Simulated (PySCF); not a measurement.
Species: C₉H₄FNS.
InChI=1S/C9H4FNS/c10-8-3-6-1-2-12-9(6)4-7(8)5-11/h1-4H

The calculation used PBE0-D3(BJ)/def2-SVP geometry optimisation, gas phase in PySCF 2.14.0.

Take the most abundant isotopes and a rigid rotor. 

Question: What are A, B and C (cm⁻¹)?

Answer: Ia = 270.04, Ib = 905.56, Ic = 1175.60 u·Å²; 505379 MHz·u·Å²/I gives 1871, 558.1 and 429.9 MHz, that is A = 0.06243, B = 0.01862, C = 0.01434 cm⁻¹.

Question: What kind of rotor is it?

Answer: An asymmetric top; Ray's κ = -0.822.

Question: What does the inertial defect say?

Answer: Planar: Δ = Ic − Ia − Ib = 0.00 u·Å². For a rigid frame Δ = −2 Σ m c², so it vanishes when all atoms lie in the ab plane; here none is more than 0.01 Å from it.

Question: Give the coordinates in the principal-axis frame, origin at the centre of mass.

Answer: The sense of each axis is arbitrary; atoms in the order of the calculation.
```
atom  mass (u)   a (Å)   b (Å)   c (Å)
  N1    14.003   3.787  -1.608  -0.001
  C2    12.000   2.762  -1.065   0.000
  C3    12.000   1.489  -0.420   0.001
  C4    12.000   0.309  -1.169   0.002
  C5    12.000  -0.910  -0.498   0.002
  S6    31.972  -2.496  -1.209  -0.001
  C7    12.000  -3.231   0.355  -0.003
  C8    12.000  -2.336   1.381   0.000
  C9    12.000  -0.979   0.920   0.002
 C10    12.000   0.213   1.664   0.002
 C11    12.000   1.415   0.992   0.001
 F12    18.998   2.549   1.677  -0.002
 H13     1.008   0.364  -2.258   0.002
 H14     1.008  -4.319   0.430  -0.005
 H15     1.008  -2.622   2.434   0.000
 H16     1.008   0.210   2.755   0.002
```

Question: List the rotational levels J(Ka,Kc) to J = 4 (cm⁻¹).

Answer: Above 0(0,0):
J = 1: 1(0,1) 0.0330, 1(1,1) 0.0768, 1(1,0) 0.0810
J = 2: 2(0,2) 0.0986, 2(1,2) 0.1384, 2(1,1) 0.1512, 2(2,1) 0.2827, 2(2,0) 0.2830
J = 3: 3(0,3) 0.1963, 3(1,3) 0.2307, 3(1,2) 0.2563, 3(2,2) 0.3815, 3(2,1) 0.3830, 3(3,1) 0.6115, 3(3,0) 0.6115
J = 4: 4(0,4) 0.3252, 4(1,4) 0.3534, 4(1,3) 0.3961, 4(2,3) 0.5131, 4(2,2) 0.5175, 4(3,2) 0.7438, 4(3,1) 0.7439, 4(4,1) 1.0650, 4(4,0) 1.0650
The levels of one J sum to (2J + 1)J(J + 1)(A + B + C)/3.

Question: Which types of transition are allowed, and where do some lines up to J = 4 fall?

Answer: The dipole components are |μa| = 5.62 D, |μb| = 1.82 D, |μc| = 0.00 D; the mirror of this Cs structure is the ab plane, so μc vanishes by symmetry and there are no c-type lines. Intensities carry the squares of the components, which stand as 1.00 : 0.11 (a : b). Some lines, for components of 0.1 D or more:

| type | branch | J(Ka,Kc) | MHz | lower level (cm⁻¹) |
| --- | --- | --- | --- | --- |
| b | Q | 3(1,2) ← 3(0,3) | 1801 | 0.196 |
| b | Q | 4(1,3) ← 4(0,4) | 2125 | 0.325 |
| a | R | 3(2,2) ← 2(2,1) | 2964 | 0.283 |
| b | Q | 4(2,2) ← 4(1,3) | 3641 | 0.396 |
| a | R | 4(1,4) ← 3(1,3) | 3679 | 0.231 |
| b | Q | 4(3,1) ← 4(2,2) | 6788 | 0.517 |
| b | Q | 3(3,0) ← 3(2,1) | 6849 | 0.383 |
| b | R | 3(2,2) ← 2(1,1) | 6904 | 0.151 |
| b | Q | 4(3,2) ← 4(2,3) | 6917 | 0.513 |
| b | R | 3(2,1) ← 2(1,2) | 7333 | 0.138 |

PBE0-D3(BJ)/def2-SVP frequencies: not computed here. Zero-point vibration and centrifugal distortion are left out. Quadrupole hyperfine structure (14N) is left out.
